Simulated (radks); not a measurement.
Si+, 13 electrons, occupied as [Ne] 3s1.5 3p1 4s0.5 (fractional occupations, a model configuration). All-electron calculation, Dirac Kohn-Sham, PBE, spin-unpolarised, spherical densities, finite nucleus; open shells fill j = l - 1/2 first; Fermi nuclear charge, rms radius 3.1224 fm. Program: a radial shooting solver on a logarithmic mesh with Libxc functionals.

Normalised radial functions P(r) = r R(r) (large component), r in bohr:

r,2s1/2,2p1/2,3p3/2
0.007004,0.1737,0.0045,0.0011
0.009194,0.2207,0.0074,0.0019
0.01197,0.2756,0.0122,0.0032
0.01571,0.3420,0.0202,0.0053
0.02063,0.4167,0.0332,0.0088
0.02686,0.4931,0.0536,0.0143
0.03525,0.5672,0.0867,0.0233
0.04627,0.6219,0.1380,0.0372
0.06025,0.6353,0.2124,0.0575
0.07909,0.5801,0.3225,0.0873
0.1038,0.4245,0.4732,0.1279
0.1352,0.1573,0.6585,0.1772
0.1774,-0.2321,0.8777,0.2335
0.2329,-0.6861,1.0950,0.2843
0.3032,-1.0915,1.2560,0.3103
0.398,-1.3464,1.3119,0.2890
0.5225,-1.3428,1.2160,0.1973
0.6803,-1.0982,0.9858,0.0337
0.893,-0.7134,0.6700,-0.1946
1.163,-0.3640,0.3764,-0.4308
1.526,-0.1327,0.1608,-0.6250
2.003,-0.0324,0.0494,-0.6962
2.609,-0.0050,0.0104,-0.6091
3.424,-0.0004,0.0012,-0.4109
4.494,0.0000,0.0001,-0.2079
5.852,0.0000,0.0000,-0.0772
7.681,0.0000,0.0000,-0.0177
10.08,0.0000,0.0000,-0.0022
13.13,0.0000,0.0000,-0.0001
17.23,0.0000,0.0000,0.0000

2s1/2: eigenvalue -152.53 eV, 1 radial node at r = 0.152 bohr, <r> = 0.567 bohr, 90 % of the charge inside 0.894 bohr. 2p1/2: eigenvalue -109.04 eV, 0 radial nodes, <r> = 0.535 bohr, 90 % of the charge inside 0.900 bohr. 3p3/2 (empty): eigenvalue -13.633 eV, 1 radial node at r = 0.711 bohr, <r> = 2.36 bohr, 90 % of the charge inside 3.63 bohr.
